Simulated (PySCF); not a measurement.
C4H3F3O, SMILES FC1=CCC(F)(F)O1. Coordinates come from a PBE-D3(BJ)/def2-SVP optimisation. This is a generated structure with no PubChem entry under its InChIKey; it may be hypothetical. The values are those of a single conformer.

Computed equilibrium geometry at PBE-D3(BJ)/def2-SVP (PySCF confirms it by a frequency run) as a Z-matrix, and its point group (one conformer of several):
point group Cs.
```
C
H 1 1.1098
H 1 1.1098 2 107.88
C 1 1.5048 2 114.07 3 127.84
C 4 1.3443 1 106.48 2 117.70
F 5 1.3146 4 130.57 1 180.00
O 5 1.3681 6 112.76 4 180.00
H 4 1.0936 5 126.20 6 0.00
C 7 1.4146 5 106.47 6 180.00
F 9 1.3544 7 107.92 5 -122.41
F 9 1.3544 10 106.89 7 115.86
```
